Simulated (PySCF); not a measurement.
palladium atom (Pd), singlet (core potentials on Pd); SVWN5/def2-TZVP run with PySCF.

The PySCF input:
```python
from pyscf import gto, scf, dft

mol = gto.M(
    atom='''
Pd    0.00000000    0.00000000    0.00000000
''',
    basis='def2-tzvp',
    ecp={'Pd': 'def2-tzvp'},
    verbose=4,
)

mf = dft.RKS(mol)
mf.xc = 'lda,vwn'
mf.diis_space = 20
mf.kernel()
mf.analyze()
```

It wrote (shortened):

```
PySCF version 2.14.0

[INPUT] verbose = 4
[INPUT] num. atoms = 1
[INPUT] num. electrons = 18
[INPUT] charge = 0
[INPUT] spin (= nelec alpha-beta = 2S) = 0
[INPUT] symmetry False subgroup None
[INPUT] Mole.unit = angstrom
[INPUT] Symbol           X                Y                Z      unit          X                Y                Z       unit  Magmom
[INPUT]  1 Pd     0.000000000000   0.000000000000   0.000000000000 AA    0.000000000000   0.000000000000   0.000000000000 Bohr   0.0

nuclear repulsion = 0
number of shells = 14
number of NR pGTOs = 65
number of NR cGTOs = 40
basis = def2-tzvp
ecp = {'Pd': 'def2-tzvp'}

******** <class 'pyscf.dft.rks.RKS'> ********
method = RKS
initial guess = minao
damping factor = 0
level_shift factor = 0
DIIS = <class 'pyscf.scf.diis.CDIIS'>
diis_start_cycle = 1
diis_space = 20
diis_damp = 0
SCF conv_tol = 1e-09
SCF conv_tol_grad = None
SCF max_cycles = 50
direct_scf = True
direct_scf_tol = 1e-13
XC library pyscf.dft.libxc version 7.1.2
    S. Lehtola, C. Steigemann, M. J. T. Oliveira, and M. A. L. Marques,  SoftwareX 7, 1–5 (2018)
XC functionals = lda,vwn
    P. A. M. Dirac,  Math. Proc. Cambridge Philos. Soc. 26, 376 (1930)
    F. Bloch,  Z. Phys. 57, 545 (1929)
    S. H. Vosko, L. Wilk, and M. Nusair,  Can. J. Phys. 58, 1200 (1980)
radial grids:
    Treutler-Ahlrichs [JCP 102, 346 (1995); DOI:10.1063/1.469408] (M4) radial grids

becke partition: Becke, JCP 88, 2547 (1988); DOI:10.1063/1.454033
pruning grids: <function nwchem_prune>
grids dens level: 3
symmetrized grids: False
atomic radii adjust function: <function treutler_atomic_radii_adjust>
small_rho_cutoff = 0
Set gradient conv threshold to 3.16228e-05
Initial guess from minao.
tot grids = 22176
init E= -118.469103798423
  HOMO = -1.05534211535056  LUMO = -0.618871955833003  gap/eV = 11.87696
cycle= 1 E= -126.250164555499  delta_E= -7.78  |g|= 2.97  |ddm|= 4.15
  HOMO = 0.235362033726016  LUMO = 0.277642900431467  gap/eV = 1.15052
cycle= 2 E= -110.908402495344  delta_E= 15.3  |g|= 5.49  |ddm|=   19
  HOMO = -0.801349403834457  LUMO = -0.488551669199445  gap/eV = 8.51166
cycle= 3 E= -127.137051635008  delta_E= -16.2  |g|= 1.59  |ddm|= 18.9

WARN: HOMO 0.0510101215903666 == LUMO 0.0510101215903678

cycle= 4 E= -117.470215473258  delta_E= 9.67  |g|= 4.12  |ddm|= 4.46

WARN: HOMO -0.0258177046269019 == LUMO -0.0251334972306812

cycle= 5 E= -126.84870505053  delta_E= -9.38  |g|= 1.79  |ddm|= 4.04
  HOMO = -0.143835536579108  LUMO = -0.124150144549509  gap/eV = 0.53567
cycle= 6 E= -127.628752573892  delta_E= -0.78  |g|= 0.0859  |ddm|= 2.09
  HOMO = -0.152555677673506  LUMO = -0.131528139570888  gap/eV = 0.57219
cycle= 7 E= -127.630021160191  delta_E= -0.00127  |g|= 0.0652  |ddm|= 0.521
  HOMO = -0.153475505194869  LUMO = -0.131540941948939  gap/eV = 0.59687
cycle= 8 E= -127.631164449248  delta_E= -0.00114  |g|= 0.047  |ddm|= 0.307
  HOMO = -0.150363135410863  LUMO = -0.130219011496123  gap/eV = 0.54815
cycle= 9 E= -127.631506462503  delta_E= -0.000342  |g|= 0.0269  |ddm|= 0.0942
  HOMO = -0.146388001622896  LUMO = -0.128483965318115  gap/eV = 0.48719
cycle= 10 E= -127.631626044861  delta_E= -0.00012  |g|= 0.00321  |ddm|= 0.0335
  HOMO = -0.146051931753668  LUMO = -0.12823341633537  gap/eV = 0.48487
cycle= 11 E= -127.631629622279  delta_E= -3.58e-06  |g|= 0.000826  |ddm|= 0.0161
  HOMO = -0.146126916567943  LUMO = -0.128240840381324  gap/eV = 0.48670
cycle= 12 E= -127.631630254012  delta_E= -6.32e-07  |g|= 0.00073  |ddm|= 0.00709
  HOMO = -0.146042556939509  LUMO = -0.128197272527023  gap/eV = 0.48559
cycle= 13 E= -127.631630394324  delta_E= -1.4e-07  |g|= 3.19e-05  |ddm|= 0.00175
  HOMO = -0.146037935615993  LUMO = -0.12819541097021  gap/eV = 0.48552
cycle= 14 E= -127.6316303945  delta_E= -1.77e-10  |g|= 1.07e-06  |ddm|= 3.42e-05
  HOMO = -0.146037929684797  LUMO = -0.128195443722444  gap/eV = 0.48552
Extra cycle  E= -127.631630394499  delta_E= 1.66e-12  |g|= 1.53e-06  |ddm|= 2.17e-05
converged SCF energy = -127.631630394499
**** SCF Summaries ****
Total Energy =                        -127.631630394498600
Nuclear Repulsion Energy =               0.000000000000000
One-electron Energy =                 -227.308449042870961
Two-electron Energy =                   99.676818648372361
Two-electron Coulomb Energy =          112.253627777218114
DFT Exchange-Correlation Energy =      -12.576809128845756
HOMO-LUMO gap [eV] =                     0.485518773078040
**** MO energy ****
MO #1   energy= -3.19017387995469  occ= 2
MO #2   energy= -1.91336076606226  occ= 2
MO #3   energy= -1.91336064537206  occ= 2
MO #4   energy= -1.9133606058654   occ= 2
MO #5   energy= -0.146038149006182 occ= 2
MO #6   energy= -0.146038114398533 occ= 2
MO #7   energy= -0.146038070134362 occ= 2
MO #8   energy= -0.146037932726343 occ= 2
MO #9   energy= -0.146037929684797 occ= 2
MO #10  energy= -0.128195443722444 occ= 0
MO #11  energy= 0.00024538865539842 occ= 0
MO #12  energy= 0.000245405709760811 occ= 0
MO #13  energy= 0.000245411761385069 occ= 0
MO #14  energy= 0.113633755582694  occ= 0
MO #15  energy= 0.182743355644776  occ= 0
MO #16  energy= 0.18274340164067   occ= 0
MO #17  energy= 0.182743416906799  occ= 0

WARN: Weak orthogonality for localized orbitals 3.3327026257048426e-09

Dipole moment(X, Y, Z, Debye): -0.00000, -0.00000,  0.00000
```
